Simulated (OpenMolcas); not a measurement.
## Computed transition rates of Os+

- Program: OpenMolcas
- Method: SS-CASPT2, IPEA 0.25 Eh, imaginary shift 0.1 Eh (closed shells correlated: 5s 5p)
- Basis: ANO-RCC-VQZP [9s8p6d4f3g2h]
- Scalar Hamiltonian: DKH2, point nucleus
- Active space: 7 electrons in 11 orbitals (5d 6s 6d)
- State averaging: 2S+1 = 6 even, 6 roots; 2S+1 = 4 even, 35 roots kept (CI in the orbitals of an earlier block); 2S+1 = 2 even, 14 roots kept (CI in the orbitals of an earlier block)
- Spin-orbit coupling: RASSI with atomic mean-field integrals over the reference wave functions, term energies averaged over their components

Rates come from the transition moments of the reference wave functions (E1 and E2 in the length form). At fixed line strength A goes as λ^-3 for E1 and M1 and as λ^-5 for E2, so a rate at the computed wavelength can be rescaled to the measured one. Measured vacuum wavelengths follow from level energies in NIST Handbook of Basic Atomic Spectroscopic Data. Branching counts decays inside the model space alone, at computed energies, and the table is only a selection of the M1 lines, drawn from those between levels with measured partners whose computed energy lies within a factor of 1.5 of the measured one.

| Upper | Lower | Type | λ computed (nm) | λ measured (nm) | A computed (s-1) | A rescaled (s-1) | Branching % |
| --- | --- | --- | --- | --- | --- | --- | --- |
| 5d⁶ 6s ⁶D_1/2 | 5d⁶ 6s ⁶D_3/2 | M1 | 13660 | 9574 | 4.36e-02 | 1.27e-01 | 100.0 |
| 5d⁶ 6s ⁶D_3/2 | 5d⁶ 6s ⁶D_5/2 [67 %] | M1 | 6497 | 6013 | 2.59e-01 | 3.27e-01 | 100.0 |
| 5d⁶ 6s ⁶D_7/2 | 5d⁶ 6s ⁶D_9/2 | M1 | 2960 | 2783 | 1.42e+00 | 1.71e+00 | 100.0 |
| 5d⁶ 6s ⁴D_7/2 | 5d⁶ 6s ⁶D_7/2 | M1 | 897.3 | 1271 | 3.02e-01 |  | 13.5 |
| 5d⁶ 6s ⁴D_7/2 | 5d⁶ 6s ⁶D_9/2 | M1 | 688.5 | 872.6 | 6.26e-01 |  | 28.0 |

Spin-changing lines and M1 lines between different terms are not rescaled, since their strength hangs on the term gaps too.

The largest correction is for 5d⁶ 6s ⁶D_1/2 → 5d⁶ 6s ⁶D_3/2 (M1): 4.36e-02 × (13660 / 9574)^3 = 1.27e-01 s-1, a factor of 2.90.

These are rates of the free ion; in crystals, glasses and complexes forced electric-dipole and non-radiative decay shorten such lifetimes by orders of magnitude. No measured rate stands beside these. Rescaling mends the energy factor alone: line strengths can still be far off where a level mixes with configurations outside the active space, and weak or spin-changing lines hang on small mixing coefficients that depend on the term gaps too, so rescaling need not improve them.

Term energies are means over components that CASPT2 splits; among the terms shown or strongly mixed into the levels shown the widest spread is 250 cm-1 (5d⁷ ⁴F). Terms from blocks run as CI alone lack orbitals of their own. Active for correlation alone: 6d; no level in the range computed is led by a configuration that fills it, so any true level of that kind is missing. Some terms miss by over 15 % even with CASPT2, which points to a basis or an active space too small for the shells correlated. Measured partners are found by configuration, term and J. A level has none where our copy of the source lacks it or the pairing is in doubt (some pairs that miss far off the trend of their configuration count as doubtful). Only configurations of the active space appear.

A share in square brackets marks a mixed level and gives the weight of the term that names it.
